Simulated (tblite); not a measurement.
Species: C15H12.
Atom-mapped SMILES: `[CH3:1][c:2]1[cH:3][cH:4][cH:5][c:6]2[cH:7][c:8]3[cH:9][cH:10][cH:11][cH:12][c:13]3[cH:14][c:15]12` (hydrogens: H16, H17, H18 on C1; H19 on C3; H20 on C4; H21 on C5; H22 on C7; H23 on C9; H24 on C10; H25 on C11; H26 on C12; H27 on C14)

All values are computed: GFN2-xTB (tblite) harmonic vibrations without scaling, gas phase. Against measured fundamentals such values can be off by several per cent, at times by over 20.

Harmonic wavenumbers (cm⁻¹): 79.3, 81.8, 175.6, 182.9, 199.2, 228.6, 263.3, 318.8, 361.5, 385.0, 432.3, 437.0, 460.8, 499.9, 513.3, 525.8, 549.2, 584.7, 635.9, 699.4, 726.2, 730.9, 748.5, 791.2, 817.5, 850.7, 862.6, 863.0, 874.0, 876.4, 890.3, 915.9, 921.7, 926.4, 986.6, 1025.8, 1058.8, 1071.2, 1120.2, 1152.9, 1173.8, 1182.8, 1185.3, 1207.5, 1243.8, 1268.8, 1292.3, 1308.7, 1332.8, 1360.4, 1396.6, 1402.3, 1415.5, 1433.1, 1455.0, 1475.4, 1485.2, 1493.1, 1543.2, 1554.0, 1584.5, 1610.7, 1625.7, 3002.0, 3012.5, 3043.2, 3063.4, 3065.8, 3067.4, 3069.0, 3072.8, 3078.9, 3085.9, 3087.8, 3089.5.

A = 1481, B = 420.7, C = 328.3 MHz; mass 192.094 u (most abundant isotopes); point group Cs, symmetry number 1.

Q: Zero-point energy?

A: Half the sum of the wavenumbers: 47297 cm⁻¹ = 135.23 kcal/mol.

Q: What is S at 273.15 K and 1 bar for an ideal gas of classical rigid rotors and harmonic oscillators?

A: Translation 41.26, rotation 31.47, vibration 27.56: S = 100.3 cal/(mol K).

Q: And Cp and H(273.15 K) − H(0)?

A: Cp = 46.02 cal/(mol K), of which vibrations give 38.07 (their classical limit is 75 R = 149.0); H(273.15 K) − H(0) = 6.66 kcal/mol without the zero-point energy, 4.49 from vibrations.

Q: What must be added to the electronic energy to get the Gibbs energy at 273.15 K and 1 bar?

A: ZPE + [H(273.15 K) − H(0)] − T·S = 135.23 + 6.66 − 27.39 = 114.50 kcal/mol.

Q: How do the functions run with temperature in this model?

A: 
| T (K) | S (cal/(mol K)) | Cp (cal/(mol K)) | H − H(0) (kcal/mol) | G − H(0) (kcal/mol) | ln q(vib) |
| --- | --- | --- | --- | --- | --- |
| 50 | 60.9 | 11.6 | 0.46 | -2.59 | 0.22 |
| 100 | 70.9 | 18.2 | 1.20 | -5.89 | 1.06 |
| 298.15 | 104.5 | 50.3 | 7.87 | -23.29 | 6.36 |
| 373.15 | 117.2 | 62.8 | 12.12 | -31.60 | 8.77 |
| 500 | 138.2 | 80.8 | 21.28 | -47.81 | 13.10 |
| 750 | 175.9 | 105.0 | 44.77 | -87.18 | 21.86 |
| 1000 | 208.3 | 119.8 | 73.01 | -135.32 | 30.31 |

q(vib) and H(0) count from the zero-point level.

Q: Which modes carry the vibrational entropy at 273.15 K?

A: 79.3 cm⁻¹: 3.74; 81.8 cm⁻¹: 3.68; 175.6 cm⁻¹: 2.21; 182.9 cm⁻¹: 2.14; 199.2 cm⁻¹: 1.98; 228.6 cm⁻¹: 1.73 cal/(mol K); the other 69 give 12.09 together.

Q: Blend soft modes into free rotors: weight 1/[1 + (100 cm⁻¹/ν̃)⁴] for the oscillator and the rest for a rotor with moment μB/(μ + B), μ = h/(8π²ν), B = 10⁻⁴⁴ kg m². What vibrational entropy results?

A: 26.58 cal/(mol K) in place of 27.56, which changes −T·S at 273.15 K by +0.27 kcal/mol.

Hindered rotation and anharmonicity are outside this model.
